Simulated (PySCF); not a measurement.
Fluorine: a sound run and one with changed settings

Sound run: F⁺ [He] 2s2 2p4, F²⁺ [He] 2s2 2p3. Computed with PySCF 2.14 in def2-SVP, with no relativity, point nucleus. In the sound run the correlated levels freeze 1s2. The sound run starts from symmetry-adapted Hartree-Fock orbitals and uses a fine grid where one is needed.

Changed run: basis STO-3G. This setting is unsound on purpose.

```csv
species,method,sound run (hartree),changed run (hartree),converged
F⁺,UHF,-98.70445,-97.52349,yes
F⁺,LDA,-98.32500,-97.07786,yes
F⁺,M06-2X,-98.96836,-97.76710,yes
F⁺,MP2,-98.79918,-97.52349,yes
F²⁺,UHF,-97.47222,-96.22428,yes
F²⁺,LDA,-97.02276,-95.73133,yes
F²⁺,M06-2X,-97.67409,-96.41194,yes
F²⁺,MP2,-97.53643,-96.22428,yes
```

Ionisation energy of F⁺:

```csv
method,sound run (eV),changed run (eV)
UHF,33.531,35.353
LDA,35.436,36.641
M06-2X,35.219,36.876
MP2,34.361,35.353
SCS-MP2,34.356,35.353
```

A minimal basis cannot let orbitals breathe on ionisation and holds almost no correlation.

For comparison, NIST gives 34.971 eV between the lowest levels.
